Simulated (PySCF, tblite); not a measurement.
A database entry of computed molecular properties. Lists by class give the value and the number of equivalent atoms.

```json
{
 "formula": "C2H8O3Si2",
 "smiles": "O=C(CO[SiH3])O[SiH3]",
 "inchi": "InChI=1S/C2H8O3Si2/c3-2(5-7)1-4-6/h1H2,6-7H3",
 "charge": 0,
 "multiplicity": 1,
 "geometry_level": "GFN2-xTB",
 "atoms_angstrom": [
  ["O", 1.148, -1.0, 1.639],
  ["C", 0.641, -0.525, 0.657],
  ["C", -0.852, -0.249, 0.556],
  ["O", -1.159, 0.484, -0.575],
  ["Si", -2.604, 0.984, -1.118],
  ["O", 1.314, -0.212, -0.424],
  ["Si", 2.957, -0.442, -0.567],
  ["H", -1.161, 0.274, 1.471],
  ["H", -1.362, -1.223, 0.549],
  ["H", -3.487, -0.155, -1.386],
  ["H", -2.163, 1.687, -2.308],
  ["H", -3.265, 1.839, -0.126],
  ["H", 3.636, 0.369, 0.437],
  ["H", 3.105, 0.04, -1.931],
  ["H", 3.246, -1.862, -0.401]
 ],
 "electronic_structure_code": "PySCF",
 "results": {
  "GFN2-xTB geometry": {
   "rotational_constants_GHz": [4.069, 0.787, 0.673]
  },
  "CAM-B3LYP/def2-SVPD ground state and vertical TDDFT (core frozen in the response)": {
   "dipole_D": 1.52,
   "homo_eV": -9.69,
   "lumo_eV": 0.68,
   "S1_eV": 5.87,
   "T1_tda_eV": 5.38,
   "polarisability_au": 84.8,
   "r2_bohr2_about_centre_of_nuclear_charge": 1641.8,
   "singlets_eV_and_f": [
    [5.87, 0.001],
    [7.16, 0.003],
    [7.5, 0.022],
    [7.78, 0.018],
    [7.91, 0.016],
    [8.06, 0.002],
    [8.19, 0.002],
    [8.25, 0.046]
   ],
   "triplets_tda_eV": [5.38, 6.16, 6.84]
  },
  "PBE0/pcSseg-1 ground state and GIAO shieldings, non-relativistic": {
   "shift_vs_computed_TMS_C_by_class_ppm": [
    [177.4, 1],
    [67.7, 1]
   ],
   "shift_vs_computed_TMS_H_by_class_ppm": [
    [4.95, 3],
    [4.91, 3],
    [4.33, 2]
   ],
   "shielding_other_nuclei_by_class_ppm": [
    ["O", -97.9, 1],
    ["O", 148.4, 1],
    ["O", 327.7, 1],
    ["Si", 385.6, 1],
    ["Si", 387.7, 1]
   ],
   "charges_hirshfeld_e_by_atom": [-0.26, 0.22, 0.01, -0.22, 0.39, -0.18, 0.4, 0.05, 0.05, -0.08, -0.07, -0.08, -0.07, -0.07, -0.07]
  },
  "GFN2-xTB harmonic vibrations, gas phase": {
   "strongest_ir_bands_cm-1_km_per_mol_modes": [
    [742.7, 405.4, 1],
    [794.3, 310.0, 1],
    [1261.7, 459.1, 1],
    [1759.3, 399.4, 1],
    [2214.7, 380.1, 1],
    [2303.5, 333.8, 1]
   ],
   "zpe_kcal_per_mol": 58.3
  }
 }
}
```

The vertical singlet–triplet gap S1 − T1 is 0.49 eV (TDDFT singlet less Tamm–Dancoff triplet; S1: HOMO→LUMO+1, weight 0.67; T1: HOMO→LUMO+1, weight 0.67). No computed singlet falls in the visible range (750 to 380 nm, 1.65 to 3.26 eV); S1 lies 2.61 eV above its blue end. The rotational constants make it an asymmetric top with κ = (2B − A − C)/(A − C) = -0.93, nearer the prolate limit (−1). The dipole equals about 5.1 × 10⁻³⁰ C·m (1 D = 3.33564 × 10⁻³⁰ C·m).

 NMR classes are plain means over equivalent atoms (diastereotopic ones count apart unless rotation or inversion swaps them), as if these changed places fast; in this geometry the members of some classes differ.

The values belong to the conformer `[O:1]=[C:2]([CH2:3][O:4][SiH3:5])[O:6][SiH3:7]`: O1–C2–C3–O4 171°, C2–C3–O4–Si5 179°, O1–C2–O6–Si7 0°.
